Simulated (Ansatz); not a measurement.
```yaml
crystal:
  periodic: [false, false, false]
  atoms:
    - {symbol: O, position_ang: [-1.051850, -1.034177, 0.470417]}
    - {symbol: In, position_ang: [0.002765, 0.361822, -0.531097]}
    - {symbol: O, position_ang: [1.641087, 0.642326, 0.631065]}
    - {symbol: H, position_ang: [-1.802593, -1.326619, 0.014123]}
    - {symbol: H, position_ang: [-0.382209, 1.061586, -1.979770]}
    - {symbol: H, position_ang: [1.587950, 0.129224, 1.376836]}
basis:
  gaussian: {orbitals: def2-SVPD}
hamiltonian: {xc: {name: HF}}
correlation: {active_space: {window: {electrons: 3, orbitals: 2}}}
accuracy: high
output: {forces: true}
```

```sh
$ ansatz run in.yaml --threads 2 --pin off --events-out ev --progress --plain --max-ram 32768MiB --backend cpu
```

Output, abridged:

```
Functional definition: HF
2171 factors; integrals over basis functions are off by at most 3.2e-9 eV
mean field evaluation 1: about -9261.4649 eV, gradient 5.6e1 eV
mean field evaluation 2: about -9261.5391 eV, gradient 5.6e1 eV
mean field evaluation 4: about -9267.6244 eV, gradient 2.6e0 eV
mean field evaluation 8: about -9267.6695 eV, gradient 2.2e-1 eV
mean field evaluation 16: about -9267.6696 eV, gradient 2.2e-8 eV
mean field -9267.66964103 eV, -340.5805774559 hartree, gradient 2.2e-8 eV, S^2 0.000000; 0 other end points of the search recorded, 0 dependent functions left out
reference -9267.66964103 eV, -340.5805774559 hartree; 20, 20 occupied and 82, 82 virtual orbitals, 2171 factors
Error: 3 electrons in 2 orbitals form no window around the highest filled level of the reference
```

Question: Something in this input is off. What?

Answer: The active space doesn't fit the electrons. The run stopped with an error.
